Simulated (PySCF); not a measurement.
**Ionising GeB**

B97-3; basis Ge def2-TZVPPD, B def2-TZVPPD; no relativity; PySCF 2.14. Neutral (UKS): quartet (σ ↑, π ↑↑), Re = 1.986 Å, ωe = 645 cm⁻¹, De = 3.11 eV, HOMO -6.48 eV, LUMO -3.45 eV.

GeB⁺ (UKS): triplet (σ ↑, π ↑), Re = 2.190 Å, ωe = 461 cm⁻¹, De = 2.41 eV to Ge⁺ + B. The energies at the minima are -2101.50418 hartree for GeB and -2101.19331 for GeB⁺.

**Question.** Work out the adiabatic ionisation energy, without and with harmonic zero-point energies (1 hartree = 27.2114 eV, 1 eV = 8065.5 cm⁻¹), and the change of the bond length.

**Answer.** At B97-3: 0.31087 hartree = 8.459 eV between the minima; the zero-point term (461.0 − 645.0)/2 cm⁻¹ = -0.011 eV makes it 8.448 eV. Re changes by +20.4 pm against the neutral. The electron leaves a π orbital, and the longer bond of the ion fits a bonding orbital, or a change in how ionic the bond is.

Spin–orbit coupling is left out. For an ion De counts to the pair picked by the measured ionisation energies or electron affinities, which need not be the lowest pair at this level. States were picked by a PBE0 search and need not be the measured ground states.
